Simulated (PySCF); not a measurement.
Compound: C2H9ClOSi3.
Atom-mapped SMILES: `[CH3:1][C:2](=[O:3])[Si:4]([SiH3:5])([SiH3:6])[Cl:7]` (hydrogens: H8, H9, H10 on C1; H11, H12, H13 on Si5; H14, H15, H16 on Si6)

Structure used (GFN2-xTB), in Å, numbered top down from 1:
```
atom  x, y, z in Å
C1     2.475   -0.370    0.445
C2     1.282   -0.174   -0.446
O3     1.370   -0.154   -1.656
Si4   -0.474    0.060    0.324
Si5   -1.711   -1.813   -0.334
Si6   -1.124    2.239   -0.229
Cl7   -0.191   -0.034    2.384
H8     2.313   -1.249    1.066
H9     3.386   -0.487   -0.136
H10    2.565    0.487    1.111
H11   -1.886   -1.809   -1.785
H12   -3.043   -1.783    0.278
H13   -1.097   -3.090    0.044
H14   -2.414    2.557    0.392
H15   -0.175    3.269    0.208
H16   -1.284    2.358   -1.677
```

Computed with TDDFT B3LYP/def2-SVPD, vertical, gas phase, core orbitals frozen in the response (PySCF 2.14.0, density-fitted response routines).

Kohn–Sham orbitals with the atoms that hold most of them (Löwdin shares over 4%, at most four atoms; ? is withheld):

```tsv
orbital	ε (eV)	atoms
HOMO-3	-9.62	Cl7 31%, Si6 12%, Si5 12%, Si4 10%
HOMO-2	-9.20	Cl7 55%, Si4 11%, O3 11%, Si5 6%
HOMO-1	-7.99	Cl7 28%, Si4 22%, Si6 16%, Si5 16%
HOMO	-6.81	?
LUMO	?	?
LUMO+1	-1.17	Si4 28%, Si5 20%, Si6 20%, H13 8%
LUMO+2	-0.95	Si4 28%, Cl7 19%, Si6 14%, Si5 14%
```

**Question.** Which atoms hold the LUMO, and with what shares?

**Answer.** C2 (bonded to C, O and Si) 36%; O3 (bonded to C) 30%; Si4 (bonded to C, Cl and 2 Si) 10%; C1 (bonded to C and 3 H) 7%. By element: carbon 42%, oxygen 30%, silicon 10% or more.

**Question.** Which atoms hold the HOMO, and with what shares?

**Answer.** O3 (bonded to C) 46%; C2 (bonded to C, O and Si) 17%; Si4 (bonded to C, Cl and 2 Si) 12%; C1 (bonded to C and 3 H) 10%. By element: oxygen 46%, carbon 27%, silicon 12% or more.

**Question.** What is the LUMO energy, and the HOMO–LUMO gap?

**Answer.** ε(LUMO) = -1.77 eV; the gap is 5.04 eV (0.1853 hartree).

**Question.** The HOMO–LUMO gap is 5.04 eV. Where does the response calculation put the lowest singlet, and from which orbitals?

**Answer.** S1 is at 3.46 eV (f = 0.0036), 1.58 eV below the gap, made of HOMO→LUMO (97%). 

**Question.** Give energy, strength and leading configuration of S1, S2 and S4, and follow the Löwdin shares of the leading atoms from the occupied to the empty orbital.

**Answer.** 
- S1 (3.46 eV, f 0.0036), HOMO→LUMO (97%): O3 46% → 30%, C2 17% → 36%
- S2 (4.75 eV, f 0.0011), HOMO→LUMO+1 (90%): O3 46% → at most 9%, C2 17% → at most 9%, Si4 12% → 28%, Si5 at most 10% → 20%
- S4 (5.48 eV, f 0.040), HOMO-1→LUMO (93%): Cl7 28% → at most 7%, Si4 22% → 10%, C2 at most 16% → 36%, O3 at most 16% → 30%

Löwdin shares depend on the basis, the more so with diffuse functions.

The run took 49 s on one thread of an Arm Neoverse V2, no GPU, shared host, and the process peaked at 1.0 GiB of memory.

One conformer stands for the species.
